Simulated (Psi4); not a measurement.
Psi4 input (wB97X-D/6-311+G**):

```
memory 1500 MB

molecule {
-1 1
F     1.61414200   -0.75939700   -0.00912200
C     0.70663300    0.38027100   -0.03316300
C    -0.52663400   -0.12917800    0.01840300
F    -1.63954400    0.72176300    0.01129500
H    -0.85137100   -1.16785500    0.06900200
symmetry c1
no_reorient
no_com
}

set {
  basis 6-311+G**
  reference rks
  scf_type pk
  dft_radial_points 99
  dft_spherical_points 590
  e_convergence 1e-8
  d_convergence 1e-7
  maxiter 150
}

e = energy('wb97x-d')
print_out(f'\nFINAL {e:.10f} DIPOLE {variable("CURRENT DIPOLE")[0]:.6f} {variable("CURRENT DIPOLE")[1]:.6f} {variable("CURRENT DIPOLE")[2]:.6f}\n')
```

From the output:

```
      71A      3.247096    72A      3.362073    73A      3.502784
      74A      3.946865    75A      4.083473    76A      4.095243
      77A      4.114398    78A      4.130755    79A      4.218563
      80A      4.250935    81A      4.314558    82A      4.401658
      83A      4.944698    84A      5.092075    85A      6.606327
      86A      6.635205    87A      6.640372    88A      6.686208
      89A      6.759672    90A      6.969371    91A     23.836539
      92A     24.525336    93A     67.108705    94A     67.140372

    Final Occupation by Irrep:
              A
    DOCC [    16 ]
    NA   [    16 ]
    NB   [    16 ]

  @RKS Final Energy:  -276.43180619632972

   => Energetics <=

    Nuclear Repulsion Energy =             99.7077763985101910
    One-Electron Energy =                -587.2337170327360809
    Two-Electron Energy =                 233.7133117870983767
    DFT Exchange-Correlation Energy =     -22.6186179175760493
    Empirical Dispersion Energy =          -0.0005594316261153
    VV10 Nonlocal Energy =                  0.0000000000000000
    Total Energy =                       -276.4318061963297168

Computation Completed

Properties will be evaluated at   0.000000,   0.000000,   0.000000 [a0]

Properties computed using the SCF density matrix

 Multipole Moments:

 ------------------------------------------------------------------------------------
     Multipole            Electronic (a.u.)      Nuclear  (a.u.)        Total (a.u.)
 ------------------------------------------------------------------------------------

 L = 1.  Multiply by 2.5417464519 to convert [e a0] to [Debye]
 Dipole X            :         -0.9206312            0.0000094           -0.9206217
 Dipole Y            :         -0.9140979           -0.0000057           -0.9141035
 Dipole Z            :          0.0603433           -0.0000019            0.0603414
 Magnitude           :                                                    1.2987574

 ------------------------------------------------------------------------------------

FINAL -276.4318061963 DIPOLE -0.920622 -0.914104 0.060341

*** Psi4 exiting successfully. Buy a developer a beer!
```

The dipole moment of an ion depends on the origin.

The geometry given is a B3LYP-D3(BJ)/def2-TZVP minimum.
